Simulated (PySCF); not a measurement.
C2H7BOS.
SMILES: `COBSC`

All values: B3LYP/def2-SVPD (PySCF, non-relativistic), on one gas-phase PBE0-D3(BJ)/def2-SVP geometry that isn't relaxed in the solvent. The solvent is an IEF-PCM continuum (Bondi radii, 1.10 Å for H, scaled by 1.2), and excitations are vertical TDDFT with non-equilibrium linear response and a frozen core. The model holds no explicit solvent molecules, cavitation or dispersion.

Gas-phase singlets (H = HOMO, L = LUMO):

```tsv
state	E (eV)	λ (nm)	f	leading configurations
S1	6.017	206	0.110	H→L 93%
S2	6.074	204	0.002	H→L+1 92%
S3	6.366	195	0.036	H→L+2 94%
S4	6.405	194	0.006	H-1→L 92%
S5	6.971	178	0.003	H→L+3 98%
```

Q: Give the list for acetone (ε = 20.49), n² = 1.85.

A: 
```tsv
state	E (eV)	λ (nm)	f	leading configurations	change by rank (eV)
S1	5.965	208	0.146	H→L 96%	-0.052
S2	6.213	200	0.001	H→L+1 47%, H→L+2 44%	+0.139
S3	6.393	194	0.001	H-1→L 88%, H→L+2 10%	+0.027
S4	6.428	193	0.059	H→L+1 49%, H→L+2 44%	+0.023
S5	7.012	177	0.006	H→L+3 98%	+0.041
```

Q: The ground-state energy changes by -0.129 eV from gas to acetone. By how much does the total energy of gas-phase S1 change?

A: E(S1) = E(S0) + excitation energy, so it changes by -0.129 − 0.052 = -0.181 eV: it is lowered more than the ground state, which is what a red shift means. This is the vertical state, with the slow part of the continuum still set for S0.

Q: How do the frontier levels move from gas to acetone?

A: 
```csv
orbital,gas (eV),solvent (eV),change (eV)
LUMO+2,0.29,0.38,+0.09
LUMO+1,0.21,0.30,+0.09
LUMO,-0.24,-0.29,-0.05
HOMO,-6.94,-7.00,-0.06
HOMO-1,-7.92,-7.97,-0.05
HOMO-2,-9.16,-9.12,+0.04
HOMO-3,-9.56,-9.56,0.00
```

The HOMO–LUMO gap goes from 6.70 to 6.70 eV. Rows go by rank; for LUMO+1 and LUMO+2 the atom shares or the degeneracy differ between the runs, so the row needn't follow one orbital.

Shape of the structure used: `[CH3:1][O:2][BH:3][S:4][CH3:5]`: C1–O2–B3–S4 0°, O2–B3–S4–C5 180°.
